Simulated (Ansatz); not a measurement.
Species: BBr₂F, SMILES `FB(Br)Br` (charge 0, multiplicity 1), formula BBr$_{2}$F.

Task: How many basis functions does frozen-core CCSD(T)/cc-pVTZ // B3LYP-D3(BJ)/def2-TZVP (Ansatz, a program for electronic structure) use, how many core orbitals are frozen, and how many electrons are correlated?

Result: 146 basis functions and 20 frozen orbitals, which leaves 44 correlated electrons (filled d shells below the valence shell are correlated). Core time is of the order of seconds.
